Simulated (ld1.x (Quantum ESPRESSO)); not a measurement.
## What the settings do to the PAW potential of Lu

Base potential:

ld1.x (Quantum ESPRESSO) 7.5 input, shortened:

```
&input
   title='Lu', zed=71., rel=1, dft='PZ', iswitch=3,
   config='[Xe] 4f14 5d1 6s1.5 6p0'
 /
 &inputp
   pseudotype=3, lpaw=.true., tm=.true., lloc=-1, rcloc=2.00,
   nlcc=.true., new_core_ps=.true.,
   which_augfun='PSQ', rmatch_augfun=0.55
 /
8
5S  1  0   2.00   0.00  1.50  1.55  0.0
6S  2  0   1.50   0.00  1.50  1.55  0.0
5P  2  1   6.00   0.00  1.85  2.40  0.0
6P  3  1   0.00   0.00  1.85  2.40  0.0
5D  3  2   1.00   0.00  2.10  2.30  0.0
5D  3  2   0.00   1.95  2.10  2.30  0.0
4F  4  3  14.00   0.00  0.80  0.90  0.0
4F  4  3   0.00   3.45  0.80  0.90  0.0
 &test
   configts(1)='4f14 5s2 5p6 5d1 6s1.5 6p0'
 /
```

Cutoffs, loose and tight: the cutoffs (Ry, on a coarse ladder) from which the occupation-weighted sum of valence levels, in a spherical-Bessel basis at the reference potential, stays within 10 and 1 mRy of its value at 400 Ry. They do not see the model core or the augmentation charge, which bear on the density cutoff. Test errors are all-electron minus pseudo excitation energies from the reference, over the configurations 4f14 5s2 5p6 5d1 6s2 6p0; 4f14 5s2 5p6 5d1 6s1 6p0; 4f14 5s2 5p6 5d1 6s0 6p0; 4f14 5s2 5p6 5d0 6s2 6p0; 4f14 5s2 5p6 5d1.5 6s1.5 6p0; 4f14 5s1 5p6 5d1 6s2 6p0; 4f14 5s2 5p6 5d2 6s1 6p0 (two spin-polarised tests are not counted in the largest error). A dash means not determined; rows that change the core or the reference have their own tests.

Cutoffs are not given where the Bessel-basis levels miss the radial ones by over 6 mRy, ghosts where they miss by over 20 mRy; a channel whose overlap is not positive is not tested.

A file whose overlap is not positive is unfit for use, and its test errors describe a broken file.

```csv
change,outcome,bound ghosts,largest test error (meV)
base,"generated, overlap not positive",not determined (overlap not positive),-441
"waves 5p (bound): rcut 1.56, rcutus 1.66 bohr; 6p (bound): rcut 1.56, rcutus 1.66 bohr",failed: new_paw_hamiltonian: negative rho,–,–
"waves 5p (bound): rcut 1.85, rcutus 2.02 bohr; 6p (bound): rcut 1.85, rcutus 2.02 bohr",failed: new_paw_hamiltonian: negative rho,–,–
"waves 5p (bound): rcut 1.85, rcutus 2.34 bohr; 6p (bound): rcut 1.85, rcutus 2.34 bohr","generated, overlap not positive",not determined (overlap not positive),-415
"waves 5p (bound): rcut 1.85, rcutus 2.58 bohr; 6p (bound): rcut 1.85, rcutus 2.58 bohr","generated, overlap not positive",not determined (overlap not positive),-482
"waves 5p (bound): rcut 1.85, rcutus 3.22 bohr; 6p (bound): rcut 1.85, rcutus 3.22 bohr",failed: new_paw_hamiltonian: negative rho,–,–
"waves 5p (bound): rcut 1.85, rcutus 3.56 bohr; 6p (bound): rcut 1.85, rcutus 3.56 bohr",failed: new_paw_hamiltonian: negative rho,–,–
```

**Question.** What comes out with this change to the base: waves 5p (bound): rcut 1.85, rcutus 2.82 bohr; 6p (bound): rcut 1.85, rcutus 2.82 bohr?

**Answer.** outcome: failed: find_q: problem finding q. Cause: no Bessel wave vectors were found for the pseudised augmentation function at its matching radius.

Reading the sweep of the p radius (base included, trends over the rows without a ghost): The generation fails at 1.66, 2.02, 2.82, 3.22, 3.56 bohr.
